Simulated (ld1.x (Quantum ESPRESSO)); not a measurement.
## What one change does to a pseudopotential (silver, PAW)

silver (Ag), PAW, made with ld1.x (Quantum ESPRESSO) 7.5 (BP86, scalar-relativistic). Core [Kr], reference 4d10 5s1 5p0. Waves: 5s (bound): rcut 1.95, rcutus 2.20 bohr; 5s channel at 0.25 Ry: rcut 1.95, rcutus 2.20 bohr; 5p (bound, empty): rcut 3.50, rcutus 4.50 bohr; 5p channel at 1.4 Ry: rcut 3.50, rcutus 4.50 bohr; 4d (bound): rcut 1.40, rcutus 1.80 bohr; 4d channel at -0.1 Ry: rcut 1.40, rcutus 1.80 bohr. Local part: all-electron potential smoothed inside 1.70 bohr (lloc = -2). Core correction: Bessel-smoothed model core inside 1.45 bohr. Augmentation charge: GAUSS, radius 1.10 bohr.

All-electron outer shells of the reference configuration (BP86, scalar-relativistic, ld1.x):

```tsv
shell	level (eV)	outermost node (bohr)	outermost maximum (bohr)
4s	-95.22	0.44	0.82
4p	-58.71	0.44	0.87
4d	-7.58	0.43	1.04
5s	-4.59	1.11	2.49
5p	-0.79	1.25	3.71
```

Change: waves 4d (bound): rcut 1.40, rcutus 1.50 bohr; 4d channel at -0.1 Ry: rcut 1.40, rcutus 1.50 bohr.

Cutoffs: the cutoffs (Ry, on a coarse ladder) from which the occupation-weighted sum of valence levels, in a spherical-Bessel basis at the reference potential, stays within 10 and 1 mRy of its value at 400 Ry; they do not see the model core or the augmentation charge, which bear on the density cutoff. Errors are all-electron minus pseudo energies relative to the spin-unpolarised reference configuration.

**Question.** Predict the effect on cutoff, ghosts and configuration errors.

**Answer.** The potential gets harder (35 Ry and 55 Ry → 50 Ry and 90 Ry); of the 7 tests that both files solve, the error grows in 1 and shrinks in 2 by more than 15 % and 0.3 meV (median size 41.2 → 37.0 meV); neither file shows a bound ghost. A smaller radius makes the pseudo-wave follow the all-electron one further in, where it bends more sharply, so more plane waves are needed.

| quantity | base | changed |
| --- | --- | --- |
| cutoff, loose | 35 Ry | 50 Ry |
| cutoff, tight | 55 Ry | 90 Ry |
| loose cutoff by channel (10 mRy a level) | s 6 Ry, d 30 Ry | s 6 Ry, d 40 Ry |
| bound ghosts | none | none |
| error for 4d10 5s0 5p0, meV [ΔE 7.90 eV] | -3.9 | -1.6 |
| error for 4d9 5s0 5p0, meV [ΔE 30.12 eV] | -51 | -52 |
| error for 4d8 5s0 5p0, meV [ΔE 66.40 eV] | -319 | -321 |
| error for 4d9 5s2 5p0, meV [ΔE 4.01 eV] | -41 | -36 |
| error for 4d10 5s0 5p1, meV [ΔE 3.93 eV] | +0.9 | +37 |
| error for 4d9 5s1 5p0, meV [ΔE 13.29 eV] | -41 | -40 |
| error for 4d10 5s0.5 5p0, meV [ΔE 3.10 eV] | -1.2 | -0.6 |
| s: phases at 4.92 bohr within 0.05 rad from the reference energy up to (Ry; the scan ends near 5) | 1.6 | 1.6 |
| p: phases at 4.92 bohr within 0.05 rad from the reference energy up to (Ry; the scan ends near 5) | 2.4 | 2.4 |
| d: phases at 4.92 bohr within 0.05 rad from the reference energy up to (Ry; the scan ends near 5) | to the end of the scan | to the end of the scan |
| lowest overlap eigenvalue by channel | s 0.47, p 0.92, d 0.96 | s 0.47, p 0.92, d 0.79 |
